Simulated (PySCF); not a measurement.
Dipole response of Tl (thallium, neutral)

[Xe] 4f14 5d10 6s2 6p1, 2P determinant. Calculation: PySCF 2.14, in aug-cc-pVTZ-DK3 (9s8p6d3f, 84 functions); the spin-free X2C one-electron Hamiltonian (Gaussian nucleus). Coupled (time-dependent) response in atomic units; α is the mean over directions.

```csv
method,mean α (bohr³),"α xx, yy, zz",C₆ (like pair),S(−4)
B3LYP,80.69,"56.72, 128.6, 56.72",830.8,5269
```

S(−4) is the Cauchy moment in α(ω) = α(0) + S(−4) ω² + …

Reference α: 50 ± 2 bohr³ (recommended; Schwerdtfeger and Nagle, table of static dipole polarizabilities (2023 update)). Published C₆: 509.0 (Gould and Bucko (2016)).

Spin-orbit coupling is absent.

α(iu) at B3LYP:

```
u (hartree)  α(iu) (bohr³)
          0          80.69
     0.0500          70.21
      0.100          53.75
      0.200          33.07
      0.300          22.90
      0.500          13.48
      0.750          8.519
       1.00          6.046
       1.50          3.595
       2.00          2.391
       3.00          1.262
       5.00         0.5152
```

The components differ because the open shell of this determinant is not spherical; for a pure term their mean is the scalar polarisability.

Spin-orbit coupling, absent here, splits the open shell strongly.
